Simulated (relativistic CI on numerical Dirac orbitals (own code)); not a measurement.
**Au3+: calculation against measurement**

Method of calculation: Dirac-Coulomb-Breit CI, separate exchange-only KLI orbitals for each configuration, model QED, valence Slater integrals scaled by 0.85, P86 correlation energy added to each configuration (own radial code, finite nucleus).

CI space (outside the closed core [Kr] 4d10 4f14 5s2): 5p6 5d8, 5p6 5d7 6s, 5p6 5d7 6p, 5p6 5d7 5f, 5p6 5d7 6d, 5p6 5d6 6s 6p, 5p6 5d7 7s, 5p6 5d7 7p, 5p6 5d7 8s, 5p6 5d7 7d, 5p5 5d9, 5p6 5d7 6f, 5p6 5d7 8p, 5p6 5d7 5g, 5p6 5d7 8d, 5p6 5d6 5f 6s, 5p6 5d6 6p 7s, 5p6 5d6 6s2, 5p6 5d5 6s2 6p, 5p6 5d5 5f 6s2, 5p6 5d5 6s2 6d, 5p6 5d5 6s2 7s, 5p6 5d5 6s2 7p, 5p6 5d6 6s 7s, 5p6 5d5 6s 6p 7s, 5p6 5d5 5f 6s 7s, 5p6 5d5 6s 6d 7s, 5p6 5d5 6s 7s2, 5p6 5d5 6s 7s 7p. Double excitations out of closed p, d and f shells are left out; levels of such configurations are missing from the list, as are those of other unlisted configurations, and high levels can miss mixing partners.

| Configuration | Term (tabulated) | J | Measured (cm⁻¹) | Computed | Error | Purity (%) |
| --- | --- | --- | --- | --- | --- | --- |
| 5p6 5d8 | 3F | 4 | 0.0 | 0 | 0 | 95 |
| 5p6 5d8 | 3F | 3 | 12293.7 | 11405 | -888 | 99 |
| 5p6 5d8 | 3P | 0 | 18185.2 | 18965 | 779 | 82 |
| 5p6 5d8 | 3P | 1 | 21490.0 | 21887 | 397 | 97 |
| 5p6 5d8 | 1G | 4 | 25702.1 | 25539 | -163 | 94 |
| 5p6 5d7 6s | 5F | 5 | 51297.0 | 56370 | 5073 | 87 |
| 5p6 5d8 | 1S | 0 | 55277.8 | 54501 | -777 | 83 |
| 5p6 5d7 6s | 5P | 3 | 68891.0 | 74482 | 5591 | 70 |
| 5p6 5d7 6s | 3G | 5 | 75093.2 | 79798 | 4705 | 62 |
| 5p6 5d7 6s | 3F | 3 | 75819.3 | 81337 | 5517 | 56 |

Measured levels from Zainab et al., Astrophys. J. Suppl. Ser. 267, 12 (2023); pairs were made by configuration, J and term (by order where the table uses no LS term), so strongly mixed levels may be paired wrongly.

Mean error by configuration (cm⁻¹): 5p6 5d8 -130; 5p6 5d7 6s 5222. Over the excited levels the mean absolute error is 2654 cm⁻¹ (9 of the 16 excited levels that our extract of the source holds in range could be paired, and the others can miss by more), and the median relative error of those above 1,000 cm⁻¹ is 6.3 %. Some levels of the ground configuration have no partner.
